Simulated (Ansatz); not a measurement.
This geometry of AlClH₄OSi (8 atoms, charge 0, multiplicity 1) is a first-order saddle point.

These are results of RKS B3LYP-D4/def2-SVP (Ansatz), not measurements.

```xyz
8
Properties=species:S:1:pos:R:3
O -1.512 -0.780 1.007
Si -0.751 -0.200 -0.376
Al 1.593 0.313 0.151
Cl 2.929 0.634 -1.469
H -2.162 -0.206 1.426
H -1.463 1.019 -0.890
H -0.852 -1.237 -1.448
H 2.218 0.457 1.598
```

Which two structures does it join? (They come from a converged band through this point; their orientation in space is the band's.)

No bond is made or broken. The dihedral H5–O1–Si2–H6 goes from -66 to 59°.

Initial state:

```xyz
8
Properties=species:S:1:pos:R:3
O -1.646 -0.840 0.849
Si -0.797 -0.211 -0.460
Al 1.503 0.382 0.190
Cl 2.948 0.684 -1.334
H -1.724 -0.278 1.629
H -1.496 0.976 -1.061
H -0.799 -1.287 -1.491
H 2.011 0.575 1.679
```

Final state:

```xyz
8
Properties=species:S:1:pos:R:3
O -1.443 -0.438 1.158
Si -0.730 -0.113 -0.330
Al 1.623 0.332 0.177
Cl 2.913 0.647 -1.480
H -2.387 -0.640 1.162
H -1.381 1.058 -1.010
H -0.888 -1.264 -1.281
H 2.293 0.417 1.605
```

How far does it lie above each of them?

0.020 eV above the first and 0.051 eV above the second. This is the barrier of this one path; another mechanism may lie lower.

Run time: 7.6 min on 1 thread of AMD EPYC (Zen 3), on a shared host, peak memory 0.19 GiB.
